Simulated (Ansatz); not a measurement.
Compare A (`C#C[CH2][AlH][CH2]O`) with its isomer B (`C#CO[CH2][AlH][CH3]`).

Computed with Ansatz on PBE0-D4/def2-TZVP structures; ΔE is electronic, products minus reactants. CCSD(T)/CBS adds triple-zeta CCSD(T) − MP2 to the extrapolated MP2 energy (def2 sets, frozen cores). DFT in def2-TZVPP. B3LYP here is the variant with VWN-RPA as its local correlation; programs differ in this. One conformer a species, not always the lowest.

(1) Which is lower in electronic energy at CCSD(T)/CBS, and by how much? (Estimate.)

(2) Give E(B) − E(A) in kJ/mol with CCSD/def2-TZVPP, PBE-D4, HF/def2-TZVPP, ωB97M-V, B3LYP, MP2/def2-TZVPP, B3LYP-D4. (An estimate is asked.)

Largest T1 diagnostic: 0.013.

## Answers

(1) Computed: A, by 21.7 kJ/mol.

(2) Computed: CCSD/def2-TZVPP 23.3, PBE-D4 6.9, HF/def2-TZVPP 34.1, ωB97M-V 13.0, B3LYP 24.1, MP2/def2-TZVPP 19.2, B3LYP-D4 19.2. None reverses the order clearly.

The D4 term adds −4.9 kJ/mol with B3LYP and −2.4 kJ/mol with PBE0; it sums over pairs of atoms, weighted by their polarisabilities, and B3LYP, whose exchange is more repulsive, gets the larger term. From PBE to PBE0 (25 % exact exchange), in def2-TZVPP and without D4, E(B) − E(A) moves by +3.4 kJ/mol.
